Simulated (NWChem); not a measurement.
Molecule: trimethylboroxine (C3H9B3O3); SMILES CB1OB(OB(O1)C)C

No frequency run checked for a minimum.

Task: Give the equilibrium geometry at PBE0/def2-SVP (NWChem) as a Z-matrix, with the point group.

Result: point group C1; any orientation.
```
O
B 1 1.3778
B 1 1.3779 2 121.75
O 3 1.3772 1 118.26 2 -0.01
O 2 1.3780 1 118.27 3 -0.01
B 5 1.3774 2 121.71 1 0.01
C 2 1.5636 1 120.38 3 179.19
H 7 1.0982 2 112.75 1 168.60
H 7 1.1009 8 109.57 2 124.24
H 7 1.1038 8 108.02 9 115.06
C 6 1.5636 5 121.50 2 179.64
H 11 1.0980 6 112.86 5 5.30
H 11 1.1018 12 109.23 6 -123.32
H 11 1.1031 12 108.53 13 -114.95
C 3 1.5637 4 121.13 6 -178.77
H 15 1.0987 3 112.47 4 -21.45
H 15 1.0999 16 109.85 3 125.12
H 15 1.1044 16 107.33 17 115.30
```
